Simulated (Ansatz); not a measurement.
Reactions of `F[Si](Br)(Br)Br`.

Calculated with Ansatz (gas phase, PBE0-D4/def2-TZVP geometries, no zero-point term in ΔE). CCSD(T)/CBS is the MP2 limit (def2-TZVPP, def2-QZVPP) plus CCSD(T) − MP2 in def2-TZVPP, frozen cores. This one scheme is used for every species, atoms too. For atomizations the MP2-based limit and the directly extrapolated one differ by several kJ/mol either way, and by 10 to 25 for some Ge, Se and Sn compounds, so smaller differences from it don't rank the levels. DFT in def2-TZVPP. B3LYP here is the variant with VWN-RPA as its local correlation; programs differ in this. No spin–orbit coupling; open shells (•) take unrestricted orbitals. Spin–orbit coupling would lower the free atoms: a little for F, Si; clearly for Br. Bonds to Br are less sure, by a few kJ/mol each and by 10 to 20 or more in all where they break to atoms, as the def2 sets lack core-valence functions. Scalar relativity is left out up to krypton. Each species was taken in one conformer, which may not be the lowest.

```
                                          reaction  B3LYP-D4 (kJ/mol)
  `F[Si](Br)(Br)Br` + H₂O → `O[Si](F)(Br)Br` + HBr                -25
 `F[Si](Br)(Br)Br` + HCl → `F[Si](Cl)(Br)Br` + HBr                 -7
              `F[Si](Br)(Br)Br` → 3 Br• + F• + Si•               1576
`F[Si](Br)(Br)Br` + HCl → `Cl[Si](Br)(Br)Br` + H–F                 48
    `F[Si](Br)(Br)Br` + H₂ → `Br[SiH](Br)Br` + H–F                117
 `F[Si](Br)(Br)Br` + H₂O → `O[Si](Br)(Br)Br` + H–F                 33
  `F[Si](Br)(Br)Br` + H–F → `F[Si](F)(Br)Br` + HBr                -57
            `F[Si](Br)(Br)Br` → `Br[Si]Br` + `FBr`                575
               `F[Si](Br)(Br)Br` → Br₂ + `F[Si]Br`                387
`F[Si](Br)(Br)Br` + HBr → `Br[Si](Br)(Br)Br` + H–F                 53
```

Question: Give the CCSD(T)/CBS values in the same order. (An estimate is asked.)

Answer: Ansatz gave: -20, -4, 1647, 44, 112, 31, -52, 613, 419, 46 kJ/mol.

Largest T1 diagnostic: 0.012, for `F[Si]Br`.
